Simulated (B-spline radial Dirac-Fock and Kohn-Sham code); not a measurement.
## Photoabsorption cross section of Pm²⁺ by shell

System: promethium as Pm²⁺, configuration [Xe] 4f5.

Input file task.json (cfg lists n, l and occupation; rrms is the nuclear radius in fm):

```json
{"items": [{
  "Z": 61,
  "q": 2,
  "cfg": [[1, 0, 2], [2, 0, 2], [2, 1, 6], [3, 0, 2], [3, 1, 6], [3, 2, 10], [4, 0, 2], [4, 1, 6], [4, 2, 10], [4, 3, 5], [5, 0, 2], [5, 1, 6]],
  "A": 145,
  "rrms": 4.962,
  "do": ["binding", "quiet", "photo"],
  "hv": [42.1, 49.3, 70.2, 74.2, 183.0, 189.0, 195.0, 303.0, 481.0, 737.0, 1290.0, 1340.0, 4340.0, 4860.0, 6380.0, 7740.0, 22000.0, 29700.0, 38100.0, 41700.0, 54600.0, 99200.0, 107000.0, 122000.0]
}]}
```

Launch: `python xray_run.py task.json out`

Calculated with an atomic code on a B-spline grid, using the independent-particle Dirac-Slater model, thresholds from Dirac-Fock.

Computed thresholds (eV): K 45201.5, L1 7451.8, L2 7032.1, L3 6478.6, M1 1671.4, M2 1492.2, M3 1378.9, M4 1071.2, M5 1047.3, N1 359.6, N2 289.9, N3 265.4, N4 149.4, N5 145.1, N6 19.49, N7 19.03, O1 63.51, O2 42.61, O3 39.27.

```tsv
photon energy (eV)	total (b)	K (%)	L (%)	M (%)	N (%)	O (%)
49.3	6.556e+06	–	–	–	65.0	35.0
70.2	5.555e+06	–	–	–	85.1	14.9
74.2	5.433e+06	–	–	–	86.4	13.6
183	3.081e+06	–	–	–	92.7	7.3
189	2.893e+06	–	–	–	92.5	7.5
195	2.742e+06	–	–	–	92.3	7.7
303	2.247e+06	–	–	–	94.2	5.8
481	1.539e+06	–	–	–	95.2	4.8
737	841400	–	–	–	95.1	4.9
1290	1.547e+06	–	–	80.3	18.6	1.1
1340	1.417e+06	–	–	80.0	18.8	1.1
4340	111300	–	–	82.0	16.5	1.5
4860	83460	–	–	81.8	16.6	1.6
6380	41240	–	–	81.3	16.9	1.8
7740	112300	–	77.9	17.9	3.8	0.4
22000	6966	–	78.8	16.9	3.8	0.5
29700	3037	–	78.8	16.9	3.8	0.6
38100	1513	–	78.8	16.8	3.8	0.6
41700	1174	–	78.8	16.8	3.8	0.6
54600	3217	83.0	13.4	2.9	0.7	0.1
99200	637.4	84.3	12.3	2.6	0.6	0.1
107000	516.6	84.4	12.3	2.6	0.6	0.1
122000	358.3	84.6	12.1	2.6	0.6	0.1
```

Task: With what power of the photon energy does the total fall between 107000 and 122000 eV?

Result: As E^-2.79. The non-relativistic Born limit for an s electron far above threshold is E^-3.5; near threshold and at relativistic energies the fall is slower.

Run: 13 s of CPU time on 1 thread of Neoverse-N1 (shared host), peak memory 0.44 GiB.
